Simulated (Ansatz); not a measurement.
The inner images of a band of AlF2H2N + H2 (8 atoms, charge 0, multiplicity 1) are given out of order.

All numbers below come from RKS PBE-D4/def2-mTZVP in Ansatz 0.2.0.

Image 0:

```xyz
8
Properties=species:S:1:pos:R:3
Al -0.002 -0.033 0.415
N 0.030 -0.414 2.138
H -0.783 -0.698 2.679
H 0.879 -0.514 2.689
F 1.416 0.225 -0.418
F -1.435 -0.087 -0.430
H -0.254 2.396 0.260
H -0.266 2.248 1.004
```

Image 8:

```xyz
8
Properties=species:S:1:pos:R:3
Al -0.053 0.569 0.001
N -0.059 0.299 2.032
H -0.789 -0.378 2.283
H 0.844 -0.095 2.321
F 1.438 -0.170 -0.302
F -1.405 -0.386 -0.337
H -0.171 2.136 -0.245
H -0.220 1.148 2.583
```

Task: Put them in order from the first end to the last, with their energies above the first end.
A.
```xyz
8
Properties=species:S:1:pos:R:3
Al -0.003 0.001 0.298
N 0.010 -0.240 2.055
H -0.814 -0.463 2.607
H 0.851 -0.269 2.625
F 1.424 0.170 -0.538
F -1.430 -0.136 -0.547
H -0.241 2.217 0.582
H -0.211 1.844 1.254
```
B.
```xyz
8
Properties=species:S:1:pos:R:3
Al -0.045 0.467 0.002
N -0.042 0.179 2.020
H -0.835 -0.280 2.479
H 0.822 -0.093 2.502
F 1.463 -0.050 -0.530
F -1.418 -0.333 -0.550
H -0.203 2.037 0.293
H -0.156 1.198 2.120
```
C.
```xyz
8
Properties=species:S:1:pos:R:3
Al -0.049 0.517 -0.007
N -0.050 0.247 2.025
H -0.827 -0.313 2.392
H 0.821 -0.125 2.419
F 1.454 -0.116 -0.434
F -1.396 -0.391 -0.463
H -0.203 2.103 0.023
H -0.165 1.202 2.381
```
D.
```xyz
8
Properties=species:S:1:pos:R:3
Al -0.040 0.388 0.062
N -0.035 0.130 2.020
H -0.836 -0.278 2.514
H 0.824 -0.092 2.535
F 1.467 0.041 -0.571
F -1.445 -0.246 -0.584
H -0.203 1.974 0.546
H -0.148 1.206 1.814
```
E.
```xyz
8
Properties=species:S:1:pos:R:3
Al -0.028 0.266 0.159
N -0.026 0.035 2.019
H -0.831 -0.347 2.521
H 0.828 -0.162 2.544
F 1.455 0.115 -0.582
F -1.448 -0.166 -0.598
H -0.203 1.972 0.718
H -0.163 1.411 1.554
```
F.
```xyz
8
Properties=species:S:1:pos:R:3
Al -0.016 0.112 0.243
N -0.008 -0.095 2.032
H -0.822 -0.399 2.562
H 0.842 -0.201 2.580
F 1.437 0.151 -0.568
F -1.438 -0.144 -0.582
H -0.222 2.066 0.690
H -0.189 1.633 1.378
```
G.
```xyz
8
Properties=species:S:1:pos:R:3
Al -0.001 -0.038 0.353
N 0.022 -0.346 2.092
H -0.800 -0.567 2.648
H 0.864 -0.379 2.662
F 1.418 0.185 -0.487
F -1.428 -0.129 -0.497
H -0.252 2.342 0.430
H -0.237 2.057 1.135
```

Result: G (+1.8 kJ/mol), A (+10.6 kJ/mol), F (+34.0 kJ/mol), E (+61.7 kJ/mol), D (-4.5 kJ/mol), B (-56.0 kJ/mol), C (-76.1 kJ/mol).

Time of the run: 95 s on 2 threads of Arm Neoverse V2 (shared host), peak memory 0.15 GiB.
